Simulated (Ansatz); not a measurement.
Ansatz (a quantum-chemistry and plane-wave program) input (revPBE/def2-TZVPD):

Ansatz 0.2 input:
```yaml
crystal:
  periodic: [false, false, false]
  atoms:
    - {symbol: C, position_ang: [2.36389568, -0.50611836, 0.09378169]}
    - {symbol: C, position_ang: [1.05243264, 0.09753074, 0.42195681]}
    - {symbol: N, position_ang: [0.10542587, -0.03923120, -0.67853385]}
    - {symbol: C, position_ang: [-1.19191757, 0.58903808, -0.44571356]}
    - {symbol: C, position_ang: [-2.06972335, -0.22162170, 0.49999141]}
    - {symbol: H, position_ang: [2.40974365, -1.35839367, -0.57023767]}
    - {symbol: H, position_ang: [3.25473470, -0.21170496, 0.63004159]}
    - {symbol: H, position_ang: [1.18878484, 1.14958173, 0.73491084]}
    - {symbol: H, position_ang: [0.62280220, -0.40800406, 1.30065814]}
    - {symbol: H, position_ang: [0.52501525, 0.34470937, -1.51629191]}
    - {symbol: H, position_ang: [-1.08795197, 1.61579317, -0.05463768]}
    - {symbol: H, position_ang: [-1.69143771, 0.66948144, -1.41358786]}
    - {symbol: H, position_ang: [-1.63742519, -0.28467250, 1.49989664]}
    - {symbol: H, position_ang: [-2.19683783, -1.23682957, 0.12140730]}
    - {symbol: H, position_ang: [-3.05353350, 0.24168473, 0.59747964]}
basis:
  gaussian:
    orbitals: def2-TZVPD
hamiltonian:
  xc: {name: revPBE}
magnetization: {spin_polarized: true, initial_magnetization: 1}
output: {forces: true}
```

End of the output:

```
Atom 1 at     1.052433     0.097531     0.421957 Å, force     0.112524    -0.019578    -0.091244 eV/Å
Atom 2 at     0.105426    -0.039231    -0.678534 Å, force    -0.096133    -0.326006    -0.012548 eV/Å
Atom 3 at    -1.191918     0.589038    -0.445714 Å, force    -0.024250    -0.030156     0.047118 eV/Å
Atom 4 at    -2.069723    -0.221622     0.499991 Å, force    -0.009067     0.023174    -0.023982 eV/Å
Atom 5 at     2.409744    -1.358394    -0.570238 Å, force     0.035159    -0.262260    -0.200743 eV/Å
Atom 6 at     3.254735    -0.211705     0.630042 Å, force     0.279488     0.088028     0.158182 eV/Å
Atom 7 at     1.188785     1.149582     0.734911 Å, force     0.057583     0.308158     0.127147 eV/Å
Atom 8 at     0.622802    -0.408004     1.300658 Å, force    -0.112461    -0.135391     0.262760 eV/Å
Atom 9 at     0.525015     0.344709    -1.516292 Å, force     0.163589     0.148468    -0.318291 eV/Å
Atom 10 at    -1.087952     1.615793    -0.054638 Å, force     0.001028     0.315667     0.104358 eV/Å
Atom 11 at    -1.691438     0.669481    -1.413588 Å, force    -0.143490     0.034722    -0.287491 eV/Å
Atom 12 at    -1.637425    -0.284672     1.499897 Å, force     0.086340    -0.023759     0.285497 eV/Å
Atom 13 at    -2.196838    -1.236830     0.121407 Å, force    -0.058638    -0.287332    -0.091386 eV/Å
Atom 14 at    -3.053533     0.241685     0.597480 Å, force    -0.276531     0.120001     0.036072 eV/Å
Dipole moment:    -0.024699     0.179616     0.018033 e Å
```

It need not be the lowest isomer of its formula.
